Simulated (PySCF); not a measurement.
FGeH₃Mg. Atoms are numbered in the order given.

```xyz
6

Mg     0.0000     0.0000    -1.3529
F      0.0000     0.0000    -3.1084
Ge     0.0000     0.0000     1.2119
H      1.2325     0.7116     1.8099
H     -1.2325     0.7116     1.8099
H      0.0000    -1.4232     1.8099
```
Charge 0, spin multiplicity 1.

Geometry optimised at PBE0-D3(BJ)/def2-TZVP.

Computed with TDDFT-PBE0/def2-SVPD in PySCF 2.14.0.

Vertical excitations; the highest root listed may be one member of a degenerate set. Gas-phase values at a fixed geometry. State labels are in the subgroup Cs.

Computed excitation energies, oscillator strengths and character:
```tsv
state	symmetry	energy (eV)	λ (nm)	f	main pairs
S1	A'	5.56	223	0.437	HOMO→LUMO 97 %
S2	A'	5.75	216	0.147	HOMO→LUMO+1 (degenerate set)
S3	A"	5.75	216	0.147	HOMO→LUMO+2 (degenerate set)
S4	A"	7.08	175	0.025	HOMO−1→LUMO (degenerate set)
S5	A'	7.08	175	0.025	HOMO−2→LUMO (degenerate set)
S6	A'	7.13	174	0.023	HOMO→LUMO+3 93 %
S7	A"	7.29	170	0.047	HOMO−3→LUMO (degenerate set)
S8	A'	7.29	170	0.047	HOMO−4→LUMO (degenerate set)
S9	A"	7.39	168	0.000	HOMO−2→LUMO+2 49 %, HOMO−1→LUMO+1 49 %
S10	A"	7.51	165	0.008	HOMO→LUMO+5 67 %, HOMO→LUMO+8 16 %
T1	A'	4.49	276	0	HOMO→LUMO 97 %
T2	A"	4.72	263	0	HOMO→LUMO+2 (degenerate set)
T3	A'	4.72	263	0	HOMO→LUMO+1 (degenerate set)
T4	A'	6.73	184	0	HOMO→LUMO+3 49 %, HOMO−2→LUMO+1 18 %, HOMO−1→LUMO+2 18 %
```
Triplets are in the Tamm–Dancoff approximation, which puts them higher than full response would, so one can lie above its singlet here.
